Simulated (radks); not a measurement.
Results of a calculation; reference values are marked as such.
Valence configurations of neutral erbium (all share [Xe]). Code: a radial shooting solver on a logarithmic mesh with Libxc functionals. Model: scalar-relativistic Kohn-Sham, PBE, spin-polarised, spherical densities, point nucleus; open shells are filled with parallel spins first (spin-orbit coupling, left out, can overturn this in heavy ions). Order these by energy: 4f12 5d1 6s1; 4f12 6p2; 4f11.5 5d1 6s1 6p0.5; 4f12 6s2; 4f11.5 6s2 6p0.5; 4f12.5 5d1 6p0.5; 4f11.5 5d1 6s1.5; 4f12 6s1 6p1.

Answer. From the lowest, in eV above it: 4f12 6s2 0.000; 4f11.5 6s2 6p0.5 1.489; 4f12 6s1 6p1 2.273; 4f11.5 5d1 6s1.5 2.281; 4f12 5d1 6s1 2.402; 4f11.5 5d1 6s1 6p0.5 3.241; 4f12 6p2 5.267; 4f12.5 5d1 6p0.5 5.338. NIST lists [Xe] 4f12 6s2 as the ground configuration; this level of theory agrees among the configurations tried. The energies are those of spherical high-spin densities, not of single terms. No valid solution was reached for [Xe] 4f13 6s1; [Xe] 4f12.5 6s1.5.
